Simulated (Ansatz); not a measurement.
`[OH][GaH][BH][SiH3]` + H₂ → `[SiH3][BH][GaH2]` + H₂O at 700 K and 1 bar (hydrogenolysis of a Ga–O bond).

Calculated with Ansatz (gas phase, PBE0-D4/def2-TZVP geometries, no zero-point term in ΔE). CCSD(T)/CBS is the MP2 limit (def2-TZVPP, def2-QZVPP) plus CCSD(T) − MP2 in def2-TZVPP, frozen cores. This one scheme is used for every species. For Ga outer-core shells are correlated without core-valence functions, which leaves a few kJ/mol of doubt a bond. Scalar relativity is left out up to krypton. One conformer a species, not always the lowest.

```tsv
species	CCSD(T)/CBS energy (Eh)	H − E (kJ/mol)	S (J/(mol·K))
`[OH][GaH][BH][SiH3]`	-2316.57426	233.1	499.8
H₂	-1.17544	46.8	155.3
`[SiH3][BH][GaH2]`	-2241.35179	202.4	454.2
H₂O	-76.37941	80.5	218.4
```

H − E and S are ideal-gas, rigid-rotor, harmonic terms from PBE0-D4/def2-TZVP, for one conformer and one mirror image of each species. For small species the MP2-based limit differs from directly extrapolated CCSD(T) by up to some mEh (0.8 for H₂); such offsets cancel only in part. 1 Eh = 2625.50 kJ/mol, R = 8.31446 J/(mol·K).

**Question.** By hand: ΔE, ΔH, ΔS and ΔG.

**Answer.** ΔE = (-2241.35179) + (-76.37941) − (-2316.57426) − (-1.17544) = 0.01850 Eh = 48.6 kJ/mol. Δ(H − E) = 202.4 + 80.5 − 233.1 − 46.8 = 3.0, so ΔH = 51.6 kJ/mol. ΔS = 454.2 + 218.4 − 499.8 − 155.3 = 17.5 J/(mol·K). ΔG = 51.6 − 700 × (17.5)/1000 = 39.4 kJ/mol.

**Question.** By hand: the equilibrium constant, and the temperature at which ΔG would vanish if ΔH and ΔS stayed fixed.

**Answer.** log₁₀ K = −ΔG/(RT ln 10) = -2.9. ΔG = 0 at ΔH/ΔS = 2949 K, far beyond where these terms or the molecules hold.

ΔH outweighs TΔS. A doubt of 5 kJ/mol in ΔE shifts log₁₀ K by 0.4 here. Other conformers and mirror images would add mixing entropy, several J/(mol·K) or more a flexible species. Modes under 60 cm⁻¹, often nearly free rotors, make the harmonic entropy too high. These are equilibria of isolated gas molecules and say nothing of rates. Largest T1 diagnostic: 0.015 (customary marks: 0.02 for closed shells, 0.045 for open ones).
